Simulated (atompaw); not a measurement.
# An all-electron radial function and its pseudo partner (Pt)

Columns: radius, all-electron u(r) and pseudo u(r) of the 6p shell (level -1.30 eV) of platinum in the configuration [Kr] 4d10 4f14 5s2 5p6 5d9 6s0.75 6p0.25; LDA (PW92), scalar-relativistic, PAW (atompaw) scheme, atompaw 4.2.0.5.

```tsv
r (bohr)	all-electron	pseudo
0.077	-0.0066	-0.0016
0.154	-0.0699	-0.0064
0.231	0.0259	-0.0138
0.308	0.1018	-0.0235
0.385	0.1014	-0.0345
0.462	0.0484	-0.0459
0.538	-0.0221	-0.0567
0.615	-0.0888	-0.0662
0.692	-0.1393	-0.0733
0.769	-0.1701	-0.0771
0.846	-0.1819	-0.0770
0.923	-0.1777	-0.0726
1.000	-0.1607	-0.0636
1.077	-0.1345	-0.0501
1.154	-0.1018	-0.0322
1.231	-0.0651	-0.0105
1.308	-0.0263	0.0146
1.385	0.0133	0.0423
1.462	0.0526	0.0720
1.538	0.0904	0.1025
1.615	0.1273	0.1340
1.692	0.1622	0.1655
1.769	0.1951	0.1964
1.846	0.2259	0.2262
1.923	0.2545	0.2545
2.000	0.2809	0.2809
```

Task: How many radial nodes do the two functions have?

Result: The all-electron 6p function has n − l − 1 = 4 (the table is too coarse to show those close to the nucleus); the pseudo-wave has 1, since 1 lower shell of the same l stays in the valence.

Task: Is the pseudo-wave norm-conserving?

Result: No, it belongs to a PAW set: the norm inside the radius is not constrained, and the difference is carried by the augmentation charge.
